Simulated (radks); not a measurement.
All-electron atom: Bi XXXI in [Kr] 4d10 5s2 5p5 (not the ground configuration). Calculated with a radial shooting solver on a logarithmic mesh with Libxc functionals: scalar-relativistic Kohn-Sham, r2SCAN, spin-polarised, spherical densities, finite nucleus; open shells are filled with parallel spins first (spin-orbit coupling, left out, can overturn this in heavy ions); meta-GGA in the generalised Kohn-Sham scheme; Fermi nuclear charge, rms radius 5.5211 fm. Some entries of the table are withheld. Estimate them.

orbital,occ.,eigenvalue (eV),r(max) (bohr)
1s up,1,-91889.66,0.009661
1s down,1,-91889.08,0.009661
2s up,1,-17517.98,0.05620
2s down,1,-17517.85,0.05620
2p up,3,-15155.79,0.04693
2p down,3,-15155.44,0.04693
3s up,1,-5148.478,0.1582
3s down,1,-5148.252,0.1582
3p up,3,-4469.776,0.1585
3p down,3,-4469.465,0.1585
3d up,5,-3791.124,0.1295
3d down,5,-3790.791,0.1295
4s up,1,-1988.631,0.3453
4s down,1,-1988.121,0.3454
4p up,3,-1748.628,(1)
4p down,3,-1748.140,(2)
4d up,5,-1483.595,0.3588
4d down,5,-1482.999,0.3589
5s up,1,-984.7578,(3)
5s down,1,-981.6827,(4)
5p up,3,-888.6874,0.6991
5p down,2,-885.5984,0.6989

Answer. 
(1) 4p up r(max) (bohr): 0.3607
(2) 4p down r(max) (bohr): 0.3608
(3) 5s up r(max) (bohr): 0.6599
(4) 5s down r(max) (bohr): 0.6597
